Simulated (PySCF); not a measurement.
Match the calculated data to a structure.

| technique | computed result |
| --- | --- |
| Rotational structure | rotational constants A, B, C: 2.204, 0.405, 0.403 GHz [GFN2-xTB] |
| NMR, other nuclei | isotropic shieldings of nuclei other than C and H, by class: 279 (1 F), 299 (1 F), 375 (1 F), 805 (1 Cl) ppm [GIAO PBE0/pcSseg-1] |
| 1H NMR | chemical shifts (computed TMS as zero) by class: 3.93 (1 H), 2.95 (1 H), 2.32 (1 H), 2.22 (1 H), 2.05 (1 H), 1.99 (1 H), 1.99 (1 H), 1.91 (1 H) ppm [GIAO PBE0/pcSseg-1] |
| 13C NMR | chemical shifts (computed TMS as zero) by class: 165.2 (1 C), 139.7 (1 C), 63.7 (1 C), 43.5 (1 C), 41.1 (1 C), 37.4 (1 C), 29.9 (1 C) ppm [GIAO PBE0/pcSseg-1] |
| Dipole | 2.20 D [PBE0/pcSseg-1] |

Electronic properties: PySCF, gas phase, density fitting. Levels stand in brackets. One conformer (not necessarily the lowest) at the GFN2-xTB geometry, without solvent, vibrations or thermal averaging. NMR values are class means; diastereotopic atoms form classes of their own.

Problem. Which candidate is it?
A. `Cc1ccc(C(=O)Cl)cc1F`
B. `FC(F)=C(F)[C@@H]1CC[C@H](Cl)C1`
C. `C=CC/C(Cl)=C/CC(F)(F)F`
D. `Cc1cc(C(=O)F)ccc1Cl`

Solution. B. It is `FC(F)=C(F)[C@@H]1CC[C@H](Cl)C1`. Numbering: `[F:1][C:2]([F:3])=[C:4]([F:5])[C@@H:6]1[CH2:7][CH2:8][C@H:9]([Cl:10])[CH2:11]1`. Its formula, C7H8ClF3, gives 2 degrees of unsaturation: 1 ring and 1 π bond in the structure found. 7 carbons fall into 7 classes; from least to most shielded: =CF2 carbon [C2] (165.2 ppm), vinylic C–F carbon [C4] (139.7 ppm), sp3 C–Cl carbon [C9] (63.7 ppm), ring CH2 carbon [C11] (43.5 ppm), ring CH2 carbon [C8] (41.1 ppm), allylic carbon [C6] (37.4 ppm), ring CH2 carbon [C7] (29.9 ppm). Hydrogen classes from least to most shielded: 1 H on an sp3 C–Cl carbon, C9 (3.93 ppm), 1 H on an allylic carbon, C6 (2.95 ppm), 1 H on a ring CH2 carbon, C11 (2.32 ppm), 1 H on a ring CH2 carbon, C8 (2.22 ppm), 1 H on a ring CH2 carbon, C11 (2.05 ppm), 1 H on a ring CH2 carbon, C7 (1.99 ppm), 1 H on a ring CH2 carbon, C7 (1.99 ppm), 1 H on a ring CH2 carbon, C8 (1.91 ppm). The other shieldings belong to: 279 ppm, vinyl fluorine [F3]; 299 ppm, vinyl fluorine [F1]; 375 ppm, vinyl fluorine [F5]; 805 ppm, alkyl chlorine [Cl10]. The optimised geometry has point group C1 and is an asymmetric top.

The others, at the same levels:
- `C=CC/C(Cl)=C/CC(F)(F)F` fails: its computed 13C shifts are 153.2 (1 C), 144.1 (1 C), 134.9 (1 C), 123.2 (1 C), 122.5 (1 C), 51.5 (1 C), 39.6 (1 C) ppm, 1H shifts are 6.49 (1 H), 5.90 (1 H), 5.43 (1 H), 5.36 (1 H), 3.14 (2 H), 3.09 (2 H) ppm and rotational constant A is 1.708 GHz (against 2.204 GHz).
- `Cc1cc(C(=O)F)ccc1Cl` fails: it has 6 hydrogens where the 1H data count 8; its computed 13C shifts are 165.4 (1 C), 154.5 (1 C), 143.9 (1 C), 141.5 (1 C), 136.8 (1 C), 135.5 (1 C), 127.9 (1 C), 23.6 (1 C) ppm, 1H shifts are 8.47 (1 H), 8.20 (1 H), 7.74 (1 H), 2.57 (3 H) ppm and rotational constant A is 2.331 GHz (against 2.204 GHz).
- `Cc1ccc(C(=O)Cl)cc1F` fails: it has 6 hydrogens where the 1H data count 8; its computed 13C shifts are 175.6 (1 C), 170.5 (1 C), 141.5 (1 C), 136.9 (1 C), 136.0 (1 C), 133.2 (1 C), 127.5 (1 C), 18.1 (1 C) ppm, 1H shifts are 8.37 (1 H), 8.19 (1 H), 7.62 (1 H), 2.56 (3 H) ppm and rotational constant A is 2.004 GHz (against 2.204 GHz).

Each candidate is one conformer, not necessarily the lowest. Dipoles, sizes and rotational constants follow the conformer. The torsions of the flexible species, by atom-mapped SMILES:
- `[CH2:1]=[CH:2][CH2:3]/[C:4]([Cl:5])=[CH:6]/[CH2:7][C:8]([F:9])([F:10])[F:11]`: C1–C2–C3–C4 -118°, C2–C3–C4–Cl5 -73°, C4–C6–C7–C8 -120°, C6–C7–C8–F9 60°
- `[CH3:1][c:2]1[cH:3][c:4]([C:5](=[O:6])[F:7])[cH:8][cH:9][c:10]1[Cl:11]`: C3–C4–C5–O6 0°
- `[CH3:1][c:2]1[cH:3][cH:4][c:5]([C:6](=[O:7])[Cl:8])[cH:9][c:10]1[F:11]`: C4–C5–C6–O7 0°

The conformers of `FC(F)=C(F)[C@@H]1CC[C@H](Cl)C1` aren't listed.
